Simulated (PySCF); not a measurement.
C5H6O2.
SMILES with atom numbers: `[CH3:1][O:2][c:3]1[cH:4][cH:5][o:6][cH:7]1` (hydrogens: H8, H9, H10 on C1; H11 on C4; H12 on C5; H13 on C7)

Computed with core-valence-separated Tamm–Dancoff BHandHLYP/aug-pcX-1 (pcseg-1 on H) in PySCF, non-relativistic, gas phase, PBE0-D3(BJ)/def2-SVP geometry. Absolute energies from this functional tend to lie a few eV below measured edges; no shift was applied.

**Question.** List the oxygen K-edge absorption lines.

**Answer.** 
```tsv
E (eV)	f	core hole on	main final orbital
532.97	0.0312	O6	LUMO+2 (74 %)
534.25	0.0153	O2	spread
534.55	0.0111	O2	LUMO+2 (67 %)
534.64	0.0055	O2	LUMO (65 %)
535.52	0.0003	O6	LUMO+1 (49 %)
535.61	0.0094	O2	LUMO+1 (35 %)
535.77	0.0003	O2	LUMO+1 (36 %)
535.80	0.0000	O2	LUMO+5 (94 %)
536.16	0.0086	O6	LUMO (56 %)
536.17	0.0031	O2	spread
536.23	0.0191	O2	spread
```

The first line with a tenth or more of the strongest one's intensity is at 532.97 eV (f = 0.031), with the hole on O6 (furan-type oxygen). It is also the strongest listed.

**Question.** Give energies, oscillator strengths and core holes at the C K edge.

**Answer.** 
```
E (eV)       f  core hole on  main final orbital                        polarisation
283.68  0.0511            C4       LUMO+2 (54 %)  normal to the local trigonal plane
284.38  0.0638            C5       LUMO+2 (56 %)  normal to the local trigonal plane
284.86  0.0545            C7       LUMO+2 (49 %)  normal to the local trigonal plane
285.41  0.0713            C3      LUMO+12 (38 %)  normal to the local trigonal plane
285.97  0.0155            C4       LUMO+1 (43 %)         in the local trigonal plane
286.77  0.0067            C4      LUMO+12 (33 %)  normal to the local trigonal plane
286.84  0.0319            C1         LUMO (35 %)                                   –
286.92  0.0221            C7         LUMO (36 %)         in the local trigonal plane
286.99  0.0003            C4              spread                                   –
287.14  0.0022            C4         LUMO (53 %)         in the local trigonal plane
287.21  0.0091            C1         LUMO (51 %)                                   –
287.30  0.0203            C5       LUMO+1 (71 %)         in the local trigonal plane
287.33  0.0029            C4         LUMO (32 %)         in the local trigonal plane
287.43  0.0059            C4       LUMO+5 (47 %)  normal to the local trigonal plane
287.64  0.0009            C4              spread                                   –
287.72  0.0373            C1              spread                                   –
287.79  0.0012            C4       LUMO+4 (45 %)         in the local trigonal plane
287.80  0.0133            C7              spread         in the local trigonal plane
287.81  0.0375            C1       LUMO+5 (40 %)                                   –
287.86  0.0084            C3       LUMO+2 (44 %)  normal to the local trigonal plane
287.95  0.0206            C3              spread         in the local trigonal plane
288.17  0.0031            C7              spread         in the local trigonal plane
```

The first line with a tenth or more of the strongest one's intensity is at 283.68 eV (f = 0.051), with the hole on C4 (aromatic CH carbon), polarised normal to the local trigonal plane: a 1s→π* resonance. The strongest listed is at 285.41 eV (f = 0.071; C3, 1s→π*).

Roots within 0.03 eV whose holes lie on the same, on equivalent or on shared atoms are summed into one line, and the highest roots are left out, as the search may have cut off their partners. Final orbitals are the ground state's empty Kohn–Sham orbitals. A dash: too weak, shared between unlike atoms, or no plane or axis to refer to.

**Question.** What is the summed oscillator strength of the listed O K lines, and their intensity-weighted mean energy?

**Answer.** Σf = 0.104 over 11 lines from 532.97 to 536.23 eV; the weighted mean is 534.63 eV. The strongest line holds 30 % of the sum.

The ionisation thresholds weren't computed; near and above them a finite basis only mimics Rydberg series and continuum.

The values belong to the conformer `[CH3:1][O:2][c:3]1[cH:4][cH:5][o:6][cH:7]1`: C1–O2–C3–C4 180°.
